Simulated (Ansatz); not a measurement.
Ideal-gas functions of `S=C[NH][InH2]` at 800 K and 1 bar, from an Ansatz frequency run at PBE0-D4/def2-TZVP.

Molar mass 176.94 g/mol, point group Cs (symmetry number 1), electronic degeneracy 1, moments of inertia 13.931, 602.204, 616.135 u Å². Harmonic wavenumbers (cm⁻¹, unscaled): 91, 142, 223, 273, 390, 538, 554, 662, 764, 990, 992, 1267, 1332, 1486, 1881, 1898, 3075, 3534.

Use S(trans) = R[1.5 ln M + 2.5 ln T − 1.1517]; rotational temperatures θ = 24.2544 K / I; S(rot) = R[ln(√π/σ · √(T³/θAθBθC)) + 1.5]; for each mode x = 1.438777 ν̃/T, S = R[x/(eˣ − 1) − ln(1 − e⁻ˣ)] and H = RT x/(eˣ − 1); 1 cm⁻¹ = 0.0119627 kJ/mol; R = 8.31446 J/(mol·K).

Question: By hand: the entropy, in J/(mol·K).

Answer: Translation 193.9. Rotation: θ = 1.741, 0.0403, 0.0394 K, giving 125.1. Vibration, mode by mode: 23.37, 19.69, 15.97, 14.31, 11.43, 8.91, 8.68, 7.34, 6.30, 4.54, 4.52, 3.06, 2.79, 2.24, 1.28, 1.24, 0.22, 0.11, in all 136.0. Electronic 0.0. Sum 455.0 J/(mol·K).

Question: By hand: H − E and G − E in kJ/mol, counted from the electronic energy.

Answer: Zero-point energy ½ × 20092 × 0.0119627 = 120.2; thermal vibration 52.7; translation, rotation and pV give 4 RT = 26.6. H − E = 199.5 kJ/mol, and G − E = 199.5 − 800 × 455.0/1000 = -164.5 kJ/mol.

Vibration gives 30 % of the entropy, 43.1 J/(mol·K) of it from the modes under 150 cm⁻¹: soft modes count most, and the harmonic formula is weakest for them. The sum counts one conformer and one mirror image; others add a mixing term.
